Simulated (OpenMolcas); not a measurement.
Cu4+ (d7) among equal point charges was computed by CASSCF with the d shell active (OpenMolcas, ANO-RCC-VDZP on the metal). Its lowest spin-free states, and all those of the highest spin:

```json
{"2S+1": "4", "Degeneracy": "1", "E (cm-1)": "0.0"}
{"2S+1": "4", "Degeneracy": "2", "E (cm-1)": "337.5"}
{"2S+1": "4", "Degeneracy": "1", "E (cm-1)": "948.6"}
{"2S+1": "4", "Degeneracy": "1", "E (cm-1)": "1619"}
{"2S+1": "4", "Degeneracy": "2", "E (cm-1)": "2057"}
{"2S+1": "4", "Degeneracy": "2", "E (cm-1)": "23667"}
{"2S+1": "2", "Degeneracy": "1", "E (cm-1)": "24376"}
{"2S+1": "2", "Degeneracy": "1", "E (cm-1)": "24402"}
{"2S+1": "2", "Degeneracy": "2", "E (cm-1)": "24825"}
{"2S+1": "2", "Degeneracy": "1", "E (cm-1)": "25164"}
{"2S+1": "2", "Degeneracy": "1", "E (cm-1)": "25348"}
{"2S+1": "2", "Degeneracy": "2", "E (cm-1)": "25534"}
{"2S+1": "4", "Degeneracy": "1", "E (cm-1)": "27938"}
```

**Question.** Is the site octahedral, tetrahedral or cube-like, axial, or of lower symmetry?

**Answer.** The states with 2S+1 = 4 have orbital degeneracies 1, 2, 1, 1, 2, 2, 1. There are pairs but no triples, so the site is axial: not cubic, but with a proper or improper axis of order three or more. The run had Cu4+ among 4 point charges of -1.5 e arranged as a square (D4h), 2.35 Å from the ion.

Spin-orbit coupling mixes the spin-free states strongly: the lowest level takes only 55 % from its leading state, 4A2. Without dynamic correlation the repulsion within the d shell is too large (B by tens of per cent), so at a given field states of lower spin stand too high. Point charges give a weaker field than real ligands, and real ions of this kind are often low spin; the high spin found here belongs to the model. The ground term spreads over less than 5000 cm-1, several times less than with real ligands, so orbital moments are less quenched and χT lies further from the spin-only value than at real sites. This is an electrostatic model: the charges have no orbitals. No measured value stands beside these numbers.
